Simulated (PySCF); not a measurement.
ClH6NOSi2, SMILES [SiH2](N)O[SiH2]Cl.

The structure is a stationary point at B3LYP-D3(BJ)/def2-SVP. The structure was generated by enumeration, and PubChem lists no compound with its InChIKey, so it may never have been made. The values are those of a single conformer.

These are SMD-PBE0/def2-SVP (PySCF) values and carry that method's errors.

Solvation free energies are E(SMD) − E(gas) at the gas-phase geometry, for 1 M in both phases. In vacuum the dipole moment is 1.50 D.

Computed solvation free energies in water, n-hexane, ethanol:
```
solvent   ΔG(solv) (kcal/mol)  its non-electrostatic (CDS) part  dipole (D)
--------  -------------------  --------------------------------  ----------
water                    -0.5                               3.7        1.94
n-hexane                 -2.1                              -0.8        1.64
ethanol                  -4.0                              -0.1        1.92
```
